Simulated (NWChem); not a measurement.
Molecule: AlHSCl₂; SMILES [SH][Al]([Cl])[Cl]

```xyz
5

Al     0.0083    -0.0221     0.0000
Cl     1.5507    -1.4269     0.0000
Cl    -1.9820    -0.6628     0.0000
S      0.5013     2.0844     0.0000
H     -0.7979     2.4611     0.0000
```
Atoms are numbered in this order, from 1.

Program: NWChem. Medium grid unless said otherwise, to which SCAN and Minnesota functionals are sensitive. Structure relaxed at the PBE0/def2-SVP level.

Task: Predict the results for r2SCAN0/def2-SVP. Quantities: highest occupied level (eV); orbital gap (eV); dipole (D).

Result: 
```yaml
highest occupied level (eV): -8.38
orbital gap (eV): 7.72
dipole (D): 1.24
```
